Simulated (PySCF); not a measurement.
# Computed records: C2H6Si

All values are calculated (PySCF 2.14.0). Calculation on a computer-drawn molecule: the log of a Hartree-Fock and frozen-core CCSD(T) single point meant for a local Hartree-Fock minimum, with one planted fault or none, to be diagnosed. Offsets are logged minus clean, where the clean run is the same molecule without the fault. The reference is restricted for singlets and unrestricted otherwise, and also for a bond in bohr or an excited solution. Adding or removing an electron swaps singlet and doublet. The excited solution moves the top pair (singlet) or top alpha electron (doublet) to the lowest empty orbital. Highest occupied and lowest empty are orbital energies over both spins, largest force is the largest gradient component, triples share is (T) over the correlation energy, the T1 limit is 0.02 restricted and 0.045 unrestricted, electrons count all cores, a negative frequency is imaginary (commonest isotopes), and the dipole is about the centre of nuclear charge.

C2H6Si

Logged structure:
```xyz
9
C2H6Si
C     -0.4727     2.3590    -0.0702
C     -0.2993     0.8618    -0.0193
Si    -0.8140    -0.2158     1.1880
H      0.4962     2.8652    -0.1203
H     -1.0020     2.7424     0.8043
H     -1.0371     2.6593    -0.9583
H      0.2228     0.4265    -0.8685
H     -1.5329     0.2147     2.3989
H     -0.5689    -1.6629     1.0952
```

| Quantity | Value |
| --- | --- |
| meant charge | 0 |
| meant multiplicity | 1 |
| meant basis | cc-pV(D+d)Z |
| logged electrons | 33 |
| logged basis functions | 81 |
| logged SCF converged | yes |
| logged spin squared | 0.775 |
| logged highest occupied | 1.1288 eV |
| logged lowest empty | 9.5202 eV |
| logged largest force | 0.037572 hartree/bohr |
| logged T1 diagnostic | 0.011716 |
| logged D1 diagnostic | 0.03863 |
| logged triples share | 0.029541 |
| logged CC converged | yes |
| logged dipole magnitude | 2.7554 debye |
| logged SCF stable within its kind | yes |
| logged energy HF | -368.03488 hartree |
| logged energy CCSD(T) | -368.48879 hartree |
| possible faults | no fault, one electron removed, one electron added, multiplicity raised by two, geometry at a saddle point, SCF held on an excited solution, minimal basis STO-3G, one bond length entered in bohr, all coordinates scaled |
| planted fault | ? |

Drawn bonds:
| atom | other atom | order |
| --- | --- | --- |
| 1 | 2 | 1 |
| 2 | 3 | 2 |
| 1 | 4 | 1 |
| 1 | 5 | 1 |
| 1 | 6 | 1 |
| 2 | 7 | 1 |
| 3 | 8 | 1 |
| 3 | 9 | 1 |

Notes: highest electron not bound in this basis.

## Withheld values
1. C2H6Si: planted fault?

Calculated values
1. one electron added

Further results for C2H6Si:

| Item | Value |
| --- | --- |
| HF energy offset from clean run | 42.08 kcal/mol |
| CCSD(T) energy offset from clean run | 38.46 kcal/mol |
